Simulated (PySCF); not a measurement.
Zn(F)(GeH3) (FGeH3Zn), SMILES [Zn]([GeH3])[F].

Geometry optimised at PBE0-D3(BJ)/def2-SVP. The structure was generated by enumeration; whether it is a known compound was not checked.

Method: PBE/def2-TZVPD in PySCF.

Symmetry labels are those of the subgroup Cs that the program uses (full group C3v).

Task: List the valence orbital energies around the gap with their symmetry. (The exact figures need the calculation; the answer reports its results.)

Result: 
```tsv
orbital	symmetry	energy (eV)
HOMO−7	A'	-12.18
HOMO−6	A"	-12.18
HOMO−5	A'	-9.22
HOMO−4	A'	-8.65
HOMO−3	A"	-8.65
HOMO−2	A'	-8.16
HOMO−1	A"	-8.16
HOMO	A'	-7.44
LUMO	A'	-1.83
LUMO+1	A'	-1.62
LUMO+2	A"	-1.62
LUMO+3	A'	-0.20
```
